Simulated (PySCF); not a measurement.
Computed shifts of a molecule C2H8BNO, B3LYP/pcSseg-1 in PySCF, GIAO, gas phase, atoms alike by connectivity averaged where their shifts nearly agree, in ppm (number of nuclei): ¹³C: 14.3 (1), 14.1 (1). ¹H: 3.00 (1), 2.63 (1), 2.18 (1), 1.34 (3), 1.05 (1), 0.57 (1). ¹⁵N: 75.8 (1). References: ¹¹B against BF3 (σ = 86.3 ppm); ¹³C against TMS (σ = 181.3 ppm); ¹H against TMS (σ = 31.68 ppm); ¹⁷O against H2O (σ = 333.8 ppm); ¹⁵N against NH3 (σ = 265.5 ppm), references at their B3LYP-D3(BJ)/def2-TZVP geometries, non-relativistic. The structure is a stationary point at B3LYP-D3(BJ)/def2-SVP. Other conformers were not sampled.

Problem. Identify the compound among the candidates.
A. COB(C)N
B. CN(C)BO
C. CCB(N)O
D. CNB(C)O

Solution. C, CCB(N)O
